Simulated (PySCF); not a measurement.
**Energy of Cr (chromium, neutral) between two integer charges**

The 4s alpha orbital of [Ar] 3d5 4s1 is emptied in steps (occupation f), with all orbitals relaxed, ending at [Ar] 3d5. All numbers are calculated (PySCF 2.14, the non-relativistic Hamiltonian (point nucleus), in aug-pcseg-2). The exact energy is a straight line in f; departures are measured from the line between the end points of the same method.

```json
{"f": "1", "PBE0 (eV)": "0.000", "r2SCAN (eV)": "0.000", "LC-wPBE (eV)": "0.000"}
{"f": "0.9", "PBE0 (eV)": "-0.189", "r2SCAN (eV)": "-0.235", "LC-wPBE (eV)": "0.006"}
{"f": "0.7", "PBE0 (eV)": "-0.443", "r2SCAN (eV)": "-0.547", "LC-wPBE (eV)": "0.015"}
{"f": "0.5", "PBE0 (eV)": "-0.530", "r2SCAN (eV)": "-0.655", "LC-wPBE (eV)": "0.018"}
{"f": "0.3", "PBE0 (eV)": "-0.448", "r2SCAN (eV)": "-0.555", "LC-wPBE (eV)": "0.014"}
{"f": "0.1", "PBE0 (eV)": "-0.193", "r2SCAN (eV)": "-0.239", "LC-wPBE (eV)": "0.005"}
{"f": "0", "PBE0 (eV)": "0.000", "r2SCAN (eV)": "0.000", "LC-wPBE (eV)": "0.000"}
```

Question: For PBE0, how does the orbital energy at f = 1 compare with the removal energy?

Answer: −ε = 4.861 eV against a total-energy difference of 6.949 eV. By Janak's theorem ε = ∂E/∂f, so the gap between them reflects the curvature. Along the path −ε is 5.267 (f = 0.9), 6.092 (f = 0.7), 6.932 (f = 0.5), 7.789 (f = 0.3), 8.663 (f = 0.1) eV.

| method | E(f=0) − E(f=1) (eV) | −ε at f=1 (eV) | −ε at f=0.5 (eV) |
| --- | --- | --- | --- |
| PBE0 | 6.949 | 4.861 | 6.932 |
| r2SCAN | 7.236 | 4.626 | 7.208 |
| LC-wPBE | 6.646 | 6.716 | 6.643 |

Reference removal energy between the ground levels: 6.767 eV (measured; NIST Atomic Spectra Database, ionization energies).
